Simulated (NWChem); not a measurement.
# MgGeH₄O; SMILES [OH][Mg][GeH3]

```xyz
7

Mg     0.0132    -1.3409    -0.0001
O      0.0463    -3.1399     0.0000
H     -0.6332    -3.8202     0.0009
Ge     0.0040     1.2327     0.0000
H     -1.4270     1.8367     0.1010
H      0.7884     1.8742     1.1806
H      0.6138     1.8718    -1.2807
```
Atoms are numbered in this order, from 1.

Computed with NWChem. Structure relaxed at the B3LYP/6-31G* (spherical d) level. Ions are spin-unrestricted doublets at the neutral geometry; other ion states weren't tried.

Q: Among these, which level gives the lowest value of “−ε(HOMO) (eV)”?
A. Hartree-Fock/def2-SVP
B. CAM-B3LYP/def2-SVP
C. B3LYP/def2-SVP

A: C, B3LYP/def2-SVP. Values: B3LYP/def2-SVP 7.03; CAM-B3LYP/def2-SVP 8.46; Hartree-Fock/def2-SVP 9.56
